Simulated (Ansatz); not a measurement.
A nudged elastic band was laid between two geometries of CH9BN2 (13 atoms, charge 0, multiplicity 1).

Method: Ansatz, RKS B3LYP/def2-SVP.

```
movable images  : 5
climbing image  : yes
spring          : 5.0 eV/Å²
optimiser       : quadratic models (default)
start path      : through a guess of the saddle point
force threshold : 0.05 eV/Å
iteration limit : 60
end points      : relaxed
```

Initial state:

```xyz
13
Properties=species:S:1:pos:R:3
B 0.138 0.156 0.010
H 0.133 -0.626 0.960
N 1.449 0.331 -0.685
H 2.215 -0.241 -0.341
H 1.431 0.251 -1.697
H -0.841 0.035 -0.725
N -0.192 1.632 0.799
H 0.582 1.777 1.452
C -0.311 2.790 -0.104
H -1.178 2.637 -0.761
H -0.423 3.740 0.442
H 0.597 2.812 -0.722
H -1.037 1.513 1.364
```

Final state:

```xyz
13
Properties=species:S:1:pos:R:3
B 0.524 0.703 -0.955
H -0.903 0.506 2.921
N 1.544 -0.275 -0.885
H 1.590 -1.045 -1.537
H 2.274 -0.297 -0.183
H -0.298 0.616 -1.840
N 0.416 1.779 -0.038
H 1.112 1.886 0.694
C -0.554 2.852 -0.084
H -1.263 2.668 -0.904
H -1.141 2.931 0.850
H -0.089 3.839 -0.265
H -0.645 0.646 2.217
```

Task: What changes between the two ends?

Result: Bonds broken: B1–H2, N7–H13. Bonds formed: H2–H13. CH9BN2 becomes CH7BN2 + H2.

Task: Give the energies along the band, and the barrier.

Result: It converged. The highest image is number 3 of 0 to 6, 1.59 eV above the first end and 2.13 eV above the last; the last end lies 0.54 eV below the first. Neighbouring images differ by up to 1.9 eV, so the band resolves the path poorly. A vibrational analysis at the climbing image gives one clearly imaginary mode, 1483i cm⁻¹: a first-order saddle point. The orbitals stay closed-shell, which can raise the energy where a bond breaks towards radicals; this wasn't checked here.

```tsv
image	path coordinate (Å)	energy (eV)	B1–H2 (Å)	N7–H13 (Å)	H2–H13 (Å)
0	0.00	0.00	1.23	1.02	2.47
1	1.44	0.06	1.23	1.02	2.35
2	2.88	0.42	1.24	1.02	2.08
3	4.32	1.59	1.49	1.32	1.04
4	5.67	-0.33	2.73	2.34	0.76
5	7.03	-0.52	3.65	2.76	0.76
6	8.39	-0.54	4.13	2.74	0.76
```

Task: What is the geometry of the highest image?

Result: 
```xyz
13
Properties=species:S:1:pos:R:3
B 0.242 0.426 -0.205
H -0.339 -0.276 0.972
N 1.571 -0.019 -0.562
H 1.644 -0.851 -1.138
H 2.320 0.000 0.123
H -0.642 0.260 -1.018
N 0.107 1.816 0.545
H 0.978 2.098 0.995
C -0.587 2.929 -0.091
H -1.616 2.630 -0.338
H -0.643 3.800 0.582
H -0.097 3.245 -1.031
H -0.374 0.750 1.157
```

Run time: 8.3 min on 2 threads of Arm Neoverse N1, with other jobs on the host, peak memory 0.2 GiB.
